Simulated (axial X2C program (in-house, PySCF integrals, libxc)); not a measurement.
DyO⁺: a free-ion multiplet in an axial field

Computed with an axial X2C code built on PySCF integrals: two-component X2C with atomic mean-field Coulomb and Gaunt terms, basis Dy dyall-v3z, O dyall-v3z (cores contracted in-house). Orbitals come from Hartree–Fock averaged over the configuration Dy f9 s0; CI then distributes these electrons over the f, s shells of Dy.

R = 1.738 Å.

Q: Which level do Hund's rules give for f9, how many Ω levels does it split into, and what is its Landé factor?

A: S = 5/2, L = 5, J = 15/2 (6H15/2). It gives Ω = 1/2 to 15/2, 8 levels. gJ = 3/2 + [S(S+1) − L(L+1)]/[2J(J+1)] = 1.333, so g∥ = 2gJΩ.

The computed levels compare thus:

```tsv
Ω	energy (cm⁻¹)	g∥ computed	2gJΩ
15/2	0	19.91	20.00
13/2	760	16.82	17.33
11/2	1376	14.02	14.67
9/2	1804	11.48	12.00
7/2	2040	9.04	9.33
5/2	2132	6.56	6.67
1/2	2143	1.34	1.33
3/2	2148	3.99	4.00
```

The 8 lowest levels are just these Ω; they span 2148 cm⁻¹, the lowest has Ω = 15/2, and the next level lies at 3800 cm⁻¹. Departures of g∥ from 2gJΩ come from intermediate coupling and from mixing with the higher-lying level J − 1 of the term. The computed g∥ is the magnitude of 2⟨Lz + ge Sz⟩.

There is no dynamic correlation: spin–orbit spacings and, for f shells, spacings inside one term are the most reliable numbers, splittings between terms come out too wide, and energies between configurations are not reliable, so the lowest level need not be the ground state of the molecule. At most 4 roots were kept for each Ω > 0 (twice that for Ω = 0) within 2.2 eV of the lowest, so higher up levels can be missing between those listed; levels with Ω > 0 are doubly degenerate and listed once, Ω = 0 levels singly. States that fill the shells left empty in the average are placed too high.
